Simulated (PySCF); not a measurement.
**Si(OAc)2Me2: computed shieldings and shifts**

Si(OAc)2Me2, C6H12O4Si, point group C1.

Geometry:
| atom | x (Å) | y (Å) | z (Å) |
| --- | --- | --- | --- |
| Si1 | -0.937 | 0.045 | -0.635 |
| O2 | -0.931 | -0.176 | 1.054 |
| C3 | -0.065 | -0.985 | 1.680 |
| C4 | -0.103 | -0.811 | 3.167 |
| O5 | 0.663 | -1.738 | 1.086 |
| H6 | 0.529 | -1.562 | 3.652 |
| H7 | -1.138 | -0.876 | 3.532 |
| H8 | 0.264 | 0.199 | 3.404 |
| O9 | 0.656 | 0.193 | -1.222 |
| C10 | 1.613 | 0.892 | -0.597 |
| C11 | 2.961 | 0.681 | -1.215 |
| O12 | 1.390 | 1.585 | 0.363 |
| H13 | 3.695 | 1.355 | -0.758 |
| H14 | 2.912 | 0.835 | -2.302 |
| H15 | 3.257 | -0.365 | -1.046 |
| C16 | -1.867 | 1.622 | -0.899 |
| H17 | -1.910 | 1.881 | -1.968 |
| H18 | -1.364 | 2.437 | -0.358 |
| H19 | -2.897 | 1.536 | -0.522 |
| C20 | -1.616 | -1.454 | -1.480 |
| H21 | -1.616 | -1.325 | -2.573 |
| H22 | -2.648 | -1.656 | -1.154 |
| H23 | -0.990 | -2.324 | -1.229 |

GIAO calculations in PySCF 2.14.0 with density-fitted response routines on the PBE0-D3(BJ)/def2-SVP structure: isolated species, non-relativistic, equivalent atoms averaged; basis pcSseg-1.

Question: Give the isotropic shieldings (ppm) with PBE0, wB97X-D.

Answer: 
```tsv
atoms	environment	PBE0	wB97X-D
Si1	silicon bonded to 2 C, 2 O	338.2	338.9
O5/O12	oxygen bonded to C	-132.0	-127.6
O2/O9	oxygen bonded to C, Si	103.9	108.4
C3/C10	carbon bonded to C, 2 O	8.4	7.3
C4/C11	carbon bonded to C, 3 H	161.2	160.4
C16/C20	carbon bonded to Si, 3 H	186.2	186.1
H6/H7/H8/H13/H14/H15	hydrogen on a carbon bonded to C	29.26	29.37
H17/H18/H19/H21/H22/H23	hydrogen on a carbon bonded to Si	30.87	30.98
HOMO–LUMO gap (eV)	–	8.01	11.81
```

Question: And the chemical shifts, against references computed in the same way?

Answer: 
| atoms | nucleus, reference | PBE0 | wB97X-D |
| --- | --- | --- | --- |
| Si1 | ²⁹Si, TMS | 13.8 | 14.0 |
| O5/O12 | ¹⁷O, H2O | 466.6 | 460.8 |
| O2/O9 | ¹⁷O, H2O | 230.6 | 224.8 |
| C3/C10 | ¹³C, TMS | 176.0 | 177.3 |
| C4/C11 | ¹³C, TMS | 23.2 | 24.1 |
| C16/C20 | ¹³C, TMS | -1.8 | -1.5 |
| H6/H7/H8/H13/H14/H15 | ¹H, TMS | 2.01 | 2.01 |
| H17/H18/H19/H21/H22/H23 | ¹H, TMS | 0.39 | 0.40 |

Question: Which part of the shielding of Si1 depends on the functional?

Answer: Diamagnetic: PBE0 886, wB97X-D 886 ppm; paramagnetic: PBE0 -548, wB97X-D -547 ppm. The diamagnetic part, set mainly by inner electrons, hardly moves; the paramagnetic part goes with low-lying magnetically allowed excitations and carries the spread.

Unscaled 17O shifts of doubly bonded oxygen tend to come out too high, by tens of ppm or more. Experimental scales use liquid or dissolved standards, which lie at an offset from isolated H2O (liquid H2O: subtract about 36 ppm).
